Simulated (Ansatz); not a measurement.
Job for Ansatz (a first-principles code): R-CCSD(T)/def2-TZVPP on HF (SMILES F).

Ansatz 0.2 input:
```yaml
crystal:
  periodic: [false, false, false]
  atoms:
    - {symbol: F, position_ang: [-0.00000000, 0.00000000, 0.46222970]}
    - {symbol: H, position_ang: [0.00000000, -0.00000000, -0.46222970]}
basis:
  gaussian:
    orbitals: def2-TZVPP
magnetization: {spin_polarized: false}
correlation: {method: ccsd_t, electrons: outside_noble_gas}
scf: {lower_state_search: off}
```

Question: Predict the final total energy.

Answer: -100.3445 hartree (reference determinant -100.0649, T1 diagnostic 0.008).
